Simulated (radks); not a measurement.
The numbers below are computed, except where a source is named.
Problem. Yb+, configuration [Xe] 4f14 6s1. Level of theory: scalar-relativistic Kohn-Sham, PBE, spin-polarised, spherical densities, finite nucleus; open shells are filled with parallel spins first (spin-orbit coupling, left out, can overturn this in heavy ions); Fermi nuclear charge, rms radius 5.3108 fm (a radial shooting solver on a logarithmic mesh with Libxc functionals). Some entries of the table are withheld. Estimate them.

| orbital | occ. | eigenvalue (eV) | <r> (bohr) | <1/r> (bohr^-1) |
|---|---|---|---|---|
| 1s up | 1 | -61233.85 | 0.01966 | 80.62 |
| 1s down | 1 | -61233.84 | 0.01966 | 80.62 |
| 2s up | 1 | -10380.60 | 0.08334 | 18.80 |
| 2s down | 1 | -10380.60 | 0.08334 | 18.80 |
| 2p up | 3 | -9151.041 | 0.07415 | 17.26 |
| 2p down | 3 | -9151.036 | 0.07415 | 17.26 |
| 3s down | 1 | -2344.936 | 0.2167 | 6.945 |
| 3s up | 1 | -2344.931 | 0.2167 | 6.945 |
| 3p down | 3 | -1974.146 | 0.2162 | 6.466 |
| 3p up | 3 | -1974.141 | 0.2162 | 6.466 |
| 3d down | 5 | -1522.347 | 0.1961 | 6.123 |
| 3d up | 5 | -1522.344 | 0.1961 | 6.123 |
| 4s down | 1 | -466.6597 | 0.4879 | 2.935 |
| 4s up | 1 | -466.6497 | 0.4879 | 2.935 |
| 4p down | 3 | -344.9366 | 0.5183 | 2.678 |
| 4p up | 3 | -344.9287 | 0.5183 | 2.678 |
| 4d down | 5 | -184.6211 | 0.5601 | 2.366 |
| 4d up | 5 | -184.6177 | 0.5601 | 2.366 |
| 5s up | 1 | -61.7148 | 1.209 | (1) |
| 5s down | 1 | -61.6469 | 1.208 | (2) |
| 5p up | 3 | -34.2591 | 1.450 | 0.8992 |
| 5p down | 3 | -34.1139 | 1.444 | 0.9024 |
| 4f up | 7 | (3) | 0.7889 | 1.729 |
| 4f down | 7 | (4) | 0.7832 | 1.734 |
| 6s up | 1 | -9.6253 | 3.526 | (5) |
| 6s down | 0 | -8.7180 | 3.463 | (6) |

Solution. 
(1) 5s up <1/r> (bohr^-1): 1.096
(2) 5s down <1/r> (bohr^-1): 1.097
(3) 4f up eigenvalue (eV): -9.7299
(4) 4f down eigenvalue (eV): -9.6974
(5) 6s up <1/r> (bohr^-1): 0.3549
(6) 6s down <1/r> (bohr^-1): 0.3619
